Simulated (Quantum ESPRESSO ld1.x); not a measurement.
These are the eigenvalues of the occupied orbitals of an atom or ion with whole-number occupations (eV). Calculated with ld1.x of Quantum ESPRESSO 7.5: scalar-relativistic Kohn-Sham, LDA (Slater exchange, Perdew-Zunger correlation), spin-polarised, spherical densities, point nucleus.

1s down: -6277.36
1s up: -6277.35
2s up: -1048.78
2s down: -1048.65
2p up: -947.714
2p down: -947.621
4f up: -160.503

Which element is it, and in what charge state? The configuration may be excited. Open shells, if any, are filled with parallel spins first.

Answer. Z = 24, chromium, charge +13: Cr13+ in [Ne] 4f1. The list shows which subshells hold electrons but not how many an open one holds; the 1s level, -230.69 hartree, gives Z - s = 21.5 by -(Z - s)^2/2, which with screening and relativity narrows Z to a few neighbours, and the depths of the outer levels then fix element, charge and occupations together.
